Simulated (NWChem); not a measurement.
System: GeAsH$_{5}$; SMILES [AsH2][GeH3]

Question: Give the equilibrium geometry at PBE0/def2-SVP (NWChem) as a Z-matrix, with the point group.

Answer: point group Cs; any orientation.
```
Ge
H 1 1.5397
H 1 1.5397 2 108.84
H 1 1.5397 2 109.19 3 119.11
As 1 2.4290 2 108.26 3 -117.47
H 5 1.5259 1 92.40 2 -74.99
H 5 1.5259 6 92.10 1 92.49
```
